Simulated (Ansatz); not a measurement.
C3H5O, charge -1, singlet, at a GFN2-xTB geometry (a gas-phase anion, which may not be bound at this level); Ansatz (a first-principles code) with B3LYP/STO-3G.

The Ansatz input:
Ansatz 0.2 input:
```yaml
crystal:
  periodic: [false, false, false]
  atoms:
    - {symbol: O, position_ang: [-0.67653394, 0.12080852, 1.21849510]}
    - {symbol: C, position_ang: [-0.06126888, 0.12894007, 0.10847307]}
    - {symbol: C, position_ang: [0.32612189, 1.21183915, -0.61146032]}
    - {symbol: C, position_ang: [0.29018244, -1.25671085, -0.49963221]}
    - {symbol: H, position_ang: [0.90307626, -1.82217287, 0.20553908]}
    - {symbol: H, position_ang: [0.12514782, 2.21732524, -0.26908379]}
    - {symbol: H, position_ang: [0.85011731, 1.12295012, -1.55489426]}
    - {symbol: H, position_ang: [0.83013761, -1.16372880, -1.44247163]}
    - {symbol: H, position_ang: [-0.62642017, -1.82525203, -0.67133345]}
basis:
  gaussian:
    orbitals: STO-3G
hamiltonian:
  xc: b3lyp
total_charge: -1
accuracy: high
```

**Question.** Write the output that Ansatz gives for this input, abridged.

**Answer.** 
```
Functional definition: B3LYP
498 factors; integrals over basis functions are off by at most 2.2e-8 eV
mean field evaluation 1: about -5164.9044 eV, gradient 2.9e1 eV
mean field evaluation 2: about -5158.9895 eV, gradient 6.0e1 eV
mean field evaluation 4: about -5167.3467 eV, gradient 3.6e0 eV
mean field evaluation 8: about -5167.3365 eV, gradient 3.1e-2 eV
mean field evaluation 16: about -5167.3365 eV, gradient 3.6e-6 eV
mean field -5167.33650835 eV, -189.8961141354 hartree, gradient 2.0e-8 eV, S^2 0.000000; 0 other end points of the search recorded, 0 dependent functions left out
reference -5167.33653750 eV, -189.8961152065 hartree; 16, 16 occupied and 9, 9 virtual orbitals, 498 factors
Total energy: -5167.33653750 eV, -189.8961152065 hartree
```
